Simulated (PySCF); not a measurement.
C4H6ClF, SMILES C/C(F)=C(\C)Cl.

Coordinates come from a PBE-D3(BJ)/def2-SVP optimisation.

Two levels are set side by side: TDDFT-PBE/def2-SVPD (PySCF) and TDDFT-CAM-B3LYP/def2-SVPD (PySCF). Vertical, same geometry. The lowest singlet is HOMO→LUMO+1 96 % with PBE and HOMO→LUMO+2 66 %, HOMO→LUMO 18 % with the other functional; states are paired by order. Differences are taken from unrounded values.

```csv
quantity,TDDFT-PBE
lowest singlet excitation (eV),5.36
lowest triplet excitation (TDA) (eV),4.03
first bright state (f over 0.05) (eV),6.25
its oscillator strength,0.36
```

### Question
These are the TDDFT-PBE values. What does TDDFT-CAM-B3LYP give? (The exact figures need the calculation; the answer reports its results.)

### Answer

```tsv
quantity	TDDFT-CAM-B3LYP	TDDFT-PBE minus TDDFT-CAM-B3LYP
lowest singlet excitation (eV)	6.00	-0.64
lowest triplet excitation (TDA) (eV)	3.99	0.04
first bright state (f over 0.05) (eV)	6.78	-0.54
its oscillator strength	0.48	-0.12
```

A lower first singlet is the usual sign of a functional without exact exchange. Differences between two approximate levels are no errors against the true value.

Rough cost on one machine, each run with all the roots and properties that it gave: TDDFT-CAM-B3LYP against TDDFT-PBE about 6 times.
